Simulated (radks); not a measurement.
Results of a calculation; reference values are marked as such.
Sn XIII, configuration [Kr] 5s2 (not the ground configuration). Level of theory: Dirac Kohn-Sham, PBE, spin-unpolarised, spherical densities, finite nucleus; Fermi nuclear charge, rms radius 4.6519 fm (a radial shooting solver on a logarithmic mesh with Libxc functionals).

Unscreened Slater integrals over Kohn-Sham orbitals (cm^-1). Large and small components are both included.

| integral | value |
|---|---|
| F0(5s1/2,5s1/2) | 134320 |
| F0(5s1/2,4p3/2) | 161320 |
| G1(5s1/2,4p3/2) | 15792 |
| F0(5s1/2,4p1/2) | 162110 |
| G1(5s1/2,4p1/2) | 15583 |
| F0(5s1/2,4s1/2) | 162970 |
| G0(5s1/2,4s1/2) | 11291 |
| F0(4p3/2,4p3/2) | 244860 |
| F2(4p3/2,4p3/2) | 129420 |
| F0(4p3/2,4p1/2) | 247880 |
| G2(4p3/2,4p1/2) | 130510 |
| F0(4p3/2,4s1/2) | 251280 |
| G1(4p3/2,4s1/2) | 171330 |
| F0(4p1/2,4p1/2) | 251080 |
| F0(4p1/2,4s1/2) | 254620 |
| G1(4p1/2,4s1/2) | 174210 |
| F0(4s1/2,4s1/2) | 258410 |
